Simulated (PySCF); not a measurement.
Species: C7H8F3 (charge +1).
SMILES: `C=C[C+](C)CC(F)=C(F)F`

Torsions of this conformer, `[CH2:1]=[CH:2][C+:3]([CH3:4])[CH2:5][C:6]([F:7])=[C:8]([F:9])[F:10]`: C1–C2–C3–C4 168°, C2–C3–C5–C6 -101°, C3–C5–C6–F7 -93°.

The closed-shell ground state was solved at several levels (PySCF, density fitting, gas phase, non-relativistic). The structure is a single PBE0-D3(BJ)/def2-SVP conformer in the gas phase; no vibrational or solvent corrections.

| level | basis functions | HOMO (eV) | LUMO (eV) | gap (eV) |
| --- | --- | --- | --- | --- |
| wB97X-D/def2-SVPD | 273 | -13.86 | -6.55 | 7.31 |
| PBE0/pcSseg-1 | 210 | -12.13 | -8.25 | 3.88 |

Q: What might B3LYP/pcSseg-1 (210 basis functions) give for the same quantities?

A: HOMO -11.94 eV, LUMO -8.41 eV, gap 3.53 eV.

Q: Over all these levels, which gives the widest orbital gap and which the narrowest?

A: wB97X-D/def2-SVPD (range-separated hybrid) has the widest, 7.31 eV, and B3LYP/pcSseg-1 (global hybrid, 20 % exact exchange) the narrowest, 3.53 eV. Functional and basis both differ between the two, so the spread mixes both effects.
